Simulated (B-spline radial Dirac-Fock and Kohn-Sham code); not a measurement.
**EELS cross sections of the Tl M4 edge**

System: atomic thallium in the configuration 1s2 2s2 2p6 3s2 3p6 3d10 4s2 4p6 4d10 4f14 5s2 5p6 5d10 6s2 6p1. Method: the first Born approximation with generalised oscillator strengths from a Dirac-Hartree-Slater potential (longitudinal and transverse terms; continuum final states only, so no white lines or fine structure). Computed with a B-spline atomic structure program. The edge is taken at 2485.0 eV (tabulated value).

The run's input, task.json:

```json
{"items": [{
  "Z": 81,
  "q": 0,
  "cfg": [[1, 0, 2], [2, 0, 2], [2, 1, 6], [3, 0, 2], [3, 1, 6], [3, 2, 10], [4, 0, 2], [4, 1, 6], [4, 2, 10], [4, 3, 14], [5, 0, 2], [5, 1, 6], [5, 2, 10], [6, 0, 2], [6, 1, 1]],
  "A": 205,
  "rrms": 5.4759,
  "do": "eels",
  "beams": [[60, 10], [60, 50], [60, 100], [80, 10], [80, 50], [100, 5], [100, 10], [100, 50], [100, 100], [200, 5], [200, 10], [200, 100], [300, 20], [300, 100]],
  "edges": {"M4": 2485.0}
}]}
```

Run with: `python xray2_run.py task.json out`

Partial cross sections σ(β, Δ) in barn, integrated over a window Δ above the edge and up to the collection semi-angle β, for parallel illumination:

| E₀ (kV) | β (mrad) | Δ = 25 eV | Δ = 50 eV | Δ = 100 eV | Δ = 200 eV | Δ = 300 eV |
| --- | --- | --- | --- | --- | --- | --- |
| 60 | 10 | 1.51 | 6.50 | 17.3 | 36.4 | 52.1 |
| 60 | 50 | 14.6 | 62.2 | 167 | 357 | 521 |
| 60 | 100 | 23.3 | 97.5 | 261 | 563 | 828 |
| 80 | 10 | 1.97 | 8.51 | 22.7 | 47.7 | 68.4 |
| 80 | 50 | 14.6 | 62.4 | 168 | 360 | 526 |
| 100 | 5 | 0.690 | 2.99 | 7.96 | 16.7 | 23.9 |
| 100 | 10 | 2.38 | 10.3 | 27.6 | 58.1 | 83.4 |
| 100 | 50 | 14.4 | 61.3 | 165 | 354 | 519 |
| 100 | 100 | 19.9 | 82.3 | 221 | 477 | 704 |
| 200 | 5 | ? | ? | ? | ? | ? |
| 200 | 10 | 3.95 | 17.2 | 46.1 | 97.8 | 141 |
| 200 | 100 | 15.6 | 63.9 | 171 | 370 | 548 |
| 300 | 20 | 8.36 | 36.2 | 97.6 | 210 | 307 |
| 300 | 100 | 13.8 | 56.5 | 151 | 327 | 485 |

Q: Give the row for 200 kV and 5 mrad.

A: 1.43 b for 25 eV, 6.20 b for 50 eV, 16.6 b for 100 eV, 34.8 b for 200 eV, 49.9 b for 300 eV.
